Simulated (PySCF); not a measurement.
(E)-3-methoxyprop-2-en-1-amine (C₄H₉NO), SMILES CO/C=C/CN.

Geometry: PBE-D3(BJ)/def2-SVP. Other conformers were not sampled.

Method: PBE-D3(BJ)/def2-SVP in PySCF 2.14.0.

Frequencies are harmonic and unscaled.

Computed normal modes with their intensities:
```json
[
 {"mode": "1", "ν (cm⁻¹)": "93", "IR (km/mol)": "0.8", "moving atoms (share of kinetic energy)": "H 34 %, C 31 %, N 18 %, O 17 %"},
 {"mode": "2", "ν (cm⁻¹)": "114", "IR (km/mol)": "0.0", "moving atoms (share of kinetic energy)": "C 45 %, N 28 %, H 26 %"},
 {"mode": "3", "ν (cm⁻¹)": "203", "IR (km/mol)": "6.1", "moving atoms (share of kinetic energy)": "C 48 %, H 46 %"},
 {"mode": "4", "ν (cm⁻¹)": "253", "IR (km/mol)": "1.5", "moving atoms (share of kinetic energy)": "H 91 %"},
 {"mode": "5", "ν (cm⁻¹)": "287", "IR (km/mol)": "32.4", "moving atoms (share of kinetic energy)": "H 70 %, C 19 %"},
 {"mode": "6", "ν (cm⁻¹)": "322", "IR (km/mol)": "2.9", "moving atoms (share of kinetic energy)": "C 40 %, H 37 %, O 21 %"},
 {"mode": "7", "ν (cm⁻¹)": "370", "IR (km/mol)": "10.0", "moving atoms (share of kinetic energy)": "H 47 %, C 43 %"},
 {"mode": "8", "ν (cm⁻¹)": "453", "IR (km/mol)": "5.4", "moving atoms (share of kinetic energy)": "C 46 %, H 23 %, N 17 %, O 15 %"},
 {"mode": "9", "ν (cm⁻¹)": "614", "IR (km/mol)": "8.3", "moving atoms (share of kinetic energy)": "C 39 %, O 36 %, H 24 %"},
 {"mode": "10", "ν (cm⁻¹)": "782", "IR (km/mol)": "29.2", "moving atoms (share of kinetic energy)": "H 58 %, C 40 %"},
 {"mode": "11", "ν (cm⁻¹)": "830", "IR (km/mol)": "81.0", "moving atoms (share of kinetic energy)": "H 68 %, C 21 %, N 11 %"},
 {"mode": "12", "ν (cm⁻¹)": "868", "IR (km/mol)": "170.3", "moving atoms (share of kinetic energy)": "H 57 %, N 24 %, C 18 %"},
 {"mode": "13", "ν (cm⁻¹)": "921", "IR (km/mol)": "25.4", "moving atoms (share of kinetic energy)": "H 88 %, C 12 %"},
 {"mode": "14", "ν (cm⁻¹)": "972", "IR (km/mol)": "24.8", "moving atoms (share of kinetic energy)": "C 57 %, O 22 %, H 21 %"},
 {"mode": "15", "ν (cm⁻¹)": "1047", "IR (km/mol)": "28.2", "moving atoms (share of kinetic energy)": "H 55 %, C 41 %"},
 {"mode": "16", "ν (cm⁻¹)": "1072", "IR (km/mol)": "4.5", "moving atoms (share of kinetic energy)": "C 48 %, H 26 %, N 26 %"},
 {"mode": "17", "ν (cm⁻¹)": "1127", "IR (km/mol)": "3.3", "moving atoms (share of kinetic energy)": "H 60 %, C 36 %"},
 {"mode": "18", "ν (cm⁻¹)": "1131", "IR (km/mol)": "0.8", "moving atoms (share of kinetic energy)": "H 75 %, C 19 %"},
 {"mode": "19", "ν (cm⁻¹)": "1173", "IR (km/mol)": "5.8", "moving atoms (share of kinetic energy)": "H 63 %, C 31 %"},
 {"mode": "20", "ν (cm⁻¹)": "1230", "IR (km/mol)": "167.0", "moving atoms (share of kinetic energy)": "C 47 %, O 31 %, H 22 %"},
 {"mode": "21", "ν (cm⁻¹)": "1243", "IR (km/mol)": "54.9", "moving atoms (share of kinetic energy)": "H 71 %, C 23 %"},
 {"mode": "22", "ν (cm⁻¹)": "1302", "IR (km/mol)": "15.8", "moving atoms (share of kinetic energy)": "H 76 %, C 14 %, O 9 %"},
 {"mode": "23", "ν (cm⁻¹)": "1322", "IR (km/mol)": "14.0", "moving atoms (share of kinetic energy)": "H 72 %, C 25 %"},
 {"mode": "24", "ν (cm⁻¹)": "1334", "IR (km/mol)": "0.8", "moving atoms (share of kinetic energy)": "H 85 %"},
 {"mode": "25", "ν (cm⁻¹)": "1402", "IR (km/mol)": "3.0", "moving atoms (share of kinetic energy)": "H 92 %"},
 {"mode": "26", "ν (cm⁻¹)": "1406", "IR (km/mol)": "8.4", "moving atoms (share of kinetic energy)": "H 97 %"},
 {"mode": "27", "ν (cm⁻¹)": "1411", "IR (km/mol)": "1.6", "moving atoms (share of kinetic energy)": "H 83 %, C 13 %"},
 {"mode": "28", "ν (cm⁻¹)": "1429", "IR (km/mol)": "21.1", "moving atoms (share of kinetic energy)": "H 96 %"},
 {"mode": "29", "ν (cm⁻¹)": "1591", "IR (km/mol)": "13.7", "moving atoms (share of kinetic energy)": "H 92 %"},
 {"mode": "30", "ν (cm⁻¹)": "1672", "IR (km/mol)": "137.6", "moving atoms (share of kinetic energy)": "C 88 %, H 9 %"},
 {"mode": "31", "ν (cm⁻¹)": "2924", "IR (km/mol)": "46.4", "moving atoms (share of kinetic energy)": "H 97 %"},
 {"mode": "32", "ν (cm⁻¹)": "2952", "IR (km/mol)": "42.4", "moving atoms (share of kinetic energy)": "H 95 %"},
 {"mode": "33", "ν (cm⁻¹)": "2995", "IR (km/mol)": "37.3", "moving atoms (share of kinetic energy)": "H 90 %, C 10 %"},
 {"mode": "34", "ν (cm⁻¹)": "3001", "IR (km/mol)": "22.6", "moving atoms (share of kinetic energy)": "H 90 %, C 10 %"},
 {"mode": "35", "ν (cm⁻¹)": "3083", "IR (km/mol)": "16.4", "moving atoms (share of kinetic energy)": "H 91 %, C 9 %"},
 {"mode": "36", "ν (cm⁻¹)": "3097", "IR (km/mol)": "9.9", "moving atoms (share of kinetic energy)": "H 92 %, C 8 %"},
 {"mode": "37", "ν (cm⁻¹)": "3100", "IR (km/mol)": "14.9", "moving atoms (share of kinetic energy)": "H 92 %, C 8 %"},
 {"mode": "38", "ν (cm⁻¹)": "3385", "IR (km/mol)": "1.1", "moving atoms (share of kinetic energy)": "H 96 %"},
 {"mode": "39", "ν (cm⁻¹)": "3463", "IR (km/mol)": "0.2", "moving atoms (share of kinetic energy)": "H 92 %, N 8 %"}
]
```
